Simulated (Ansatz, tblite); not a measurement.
Removing an electron: HgI2. Charge 0, multiplicity 1. Geometry: PBE-D4/def2-TZVP. Ansatz, gas phase; energy differences of separate SCF runs; the oxidised species was run as a doublet alone.

```xyz
3

Hg    0.000    0.000    0.000
I     0.190   -2.067    1.570
I    -0.190    2.067   -1.570
```

In the def2 sets Hg, I take a core potential; there is no spin–orbit coupling. The xTB rows come from tblite. LC-ωPBE has ω = 0.4 bohr⁻¹. B3LYP takes the VWN-RPA correlation. HOMO above LUMO, or a gap near zero within one spin, warns that the state may not be the lowest or that an electron is smeared out.

```csv
level,−HOMO (eV),vertical IE (eV),−LUMO (eV),HOMO–LUMO gap (eV),remarks
GFN1-xTB,11.53,14.88,6.31,5.22,–
GFN2-xTB,12.38,15.30,7.81,4.57,–
revPBE-D4/def2-TZVP,6.55,9.06,3.44,3.11,gap within one spin near zero (+1 doublet)
r2SCAN-D4/def2-TZVP,6.89,9.32,3.43,3.46,–
B97M-V/def2-TZVP,6.85,9.16,3.23,3.62,–
B3LYP-D4/def2-TZVP,7.46,9.43,3.00,4.47,–
PBE0-D4/def2-TZVP,7.71,9.50,2.77,4.95,–
LC-ωPBE/def2-TZVP,10.25,9.89,0.71,9.55,–
ωB97X-V/def2-TZVP,9.92,9.88,0.84,9.08,–
```

Run but left out: PBE-D4/def2-TZVP (charge +1 doublet: an occupied level 0.00 eV above an empty one).  Raw xTB energy differences between charge states are shifted by several eV; the methods need an empirical correction for them.
